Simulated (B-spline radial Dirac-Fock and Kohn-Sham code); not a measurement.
# L-shell conversion coefficients of Co against transition energy

Model: a Dirac-Hartree-Slater potential of the neutral atom with a Latter tail (no hole, which puts coefficients of high multipoles low close above an edge), finite nucleus with surface currents. Program: a B-spline atomic structure program. Subshells within 1 keV of threshold and pair formation are left out.

```
energy (keV)        E1        E2        E5        M1        M2        M3
        12.7      2.03       410  1.26e+09      1.39       194     27700
          20     0.533      48.6  3.61e+07     0.361      27.0      2070
          23     0.352      25.8  1.20e+07     0.239      14.9       954
        41.5    0.0601      1.96    117000    0.0430      1.30      40.6
        41.6    0.0597      1.94    114000    0.0427      1.29      40.1
          50    0.0342     0.896     27200    0.0253     0.618      15.6
        57.4    0.0225     0.506      9350    0.0171     0.359      7.79
        77.8   0.00886     0.146       911   0.00735     0.112      1.75
          87   0.00629    0.0929       392   0.00541    0.0734      1.02
         100   0.00411    0.0531       139   0.00371    0.0438     0.529
         127   0.00197    0.0205      24.2   0.00196    0.0184     0.176
         178  0.000708   0.00548      2.25  0.000815   0.00568    0.0395
         200  0.000499   0.00350      1.02  0.000606   0.00383    0.0240
         235  0.000309   0.00190     0.351  0.000405   0.00225    0.0123
         288  0.000171  0.000894    0.0961  0.000246   0.00117   0.00540
         298  0.000155  0.000789    0.0778  0.000226   0.00105   0.00472
         358  9.31e-05  0.000411    0.0258  0.000146  0.000595   0.00233
         394  7.17e-05  0.000295    0.0148  0.000117  0.000445   0.00163
         498  3.90e-05  0.000136   0.00410  6.84e-05  0.000224  0.000698
         500  3.86e-05  0.000134   0.00401  6.78e-05  0.000222  0.000689
         659  1.99e-05  5.78e-05   0.00101  3.69e-05  0.000103  0.000270
         843  1.16e-05  2.94e-05  0.000340  2.19e-05  5.40e-05  0.000124
        1000  8.24e-06  1.91e-05  0.000171  1.55e-05  3.52e-05  7.45e-05
        1010  8.08e-06  1.87e-05  0.000165  1.52e-05  3.43e-05  7.24e-05
        1600  3.60e-06  6.81e-06  3.41e-05  6.27e-06  1.18e-05  2.07e-05
        1820  2.94e-06  5.30e-06  2.33e-05  4.97e-06  8.93e-06  1.50e-05
        1850  2.87e-06  5.14e-06  2.22e-05  4.82e-06  8.62e-06  1.44e-05
        2000  2.55e-06  4.44e-06  1.79e-05  4.20e-06  7.32e-06  1.19e-05
        2030  2.50e-06  4.33e-06  1.72e-05  4.10e-06  7.10e-06  1.15e-05
```

Q: How fast do they fall between 1850 and 2030 keV?

A: As powers of the energy: E1 E^-1.50, E2 E^-1.86, E5 E^-2.79, M1 E^-1.76, M2 E^-2.09, M3 E^-2.41. Within one type (E or M) the higher multipoles fall faster.

Values without a named source are computed, but for edge energies of neutral atoms, which are taken from tables.
